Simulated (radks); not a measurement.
Neutral potassium, 19 electrons, occupied as [Ar] 4s1. All-electron calculation, scalar-relativistic Kohn-Sham, PBEsol, spin-polarised, spherical densities, finite nucleus; open shells are filled with parallel spins first; Fermi nuclear charge, rms radius 3.4349 fm; hard spherical wall at 12 bohr. Program: a radial shooting solver on a logarithmic mesh with Libxc functionals.

Normalised radial functions P(r) = r R(r), r in bohr:

r	4s up
0.004503	0.0158
0.005159	0.0178
0.005863	0.0200
0.006717	0.0225
0.007696	0.0252
0.008747	0.0280
0.01002	0.0312
0.01148	0.0347
0.01315	0.0384
0.01495	0.0420
0.01713	0.0460
0.01962	0.0499
0.0223	0.0535
0.02555	0.0571
0.02927	0.0601
0.03354	0.0624
0.03812	0.0636
0.04367	0.0634
0.05003	0.0614
0.05686	0.0575
0.06515	0.0508
0.07464	0.0410
0.08551	0.0281
0.09719	0.0129
0.1113	-0.0061
0.1276	-0.0275
0.145	-0.0489
0.1661	-0.0713
0.1903	-0.0914
0.218	-0.1066
0.2478	-0.1141
0.2839	-0.1125
0.3253	-0.0989
0.3697	-0.0744
0.4235	-0.0364
0.4852	0.0115
0.5559	0.0649
0.6319	0.1146
0.7239	0.1601
0.8294	0.1905
0.9426	0.1993
1.08	0.1834
1.237	0.1402
1.418	0.0723
1.611	-0.0092
1.846	-0.1069
2.115	-0.2072
2.403	-0.2960
2.754	-0.3776
3.155	-0.4410
3.614	-0.4835
4.108	-0.4999
4.706	-0.4863
5.392	-0.4401
6.128	-0.3723
7.021	-0.2870
8.044	-0.2018
9.216	-0.1250
10.47	-0.0616
12	0.0000

4s up: eigenvalue -2.477 eV, 3 radial nodes at r = 0.107, 0.471, 1.59 bohr, <r> = 4.77 bohr, 90 % of the charge inside 7.08 bohr.
